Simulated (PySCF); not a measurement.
Vertical excitations of a molecule C4H7O, multiplicity 2 from TDA-PBE/def2-SVPD (PySCF), as energy in eV (oscillator strength): 1.37 (0.000), 4.35 (0.009), 4.69 (0.001), 4.89 (0.000), 4.96 (0.000), 5.44 (0.001), 5.56 (0.000), 5.61 (0.000), 5.62 (0.002), 5.68 (0.105). Geometry optimised at TPSSh-D3(BJ)/def2-SVP. The values are those of a single conformer.

Identify the compound among the candidates.
A) [CH]1CCOC1
B) [CH2]C(=O)CC
C) [CH2]CC(C)=O
D) C[CH]C(C)=O

D, C[CH]C(C)=O
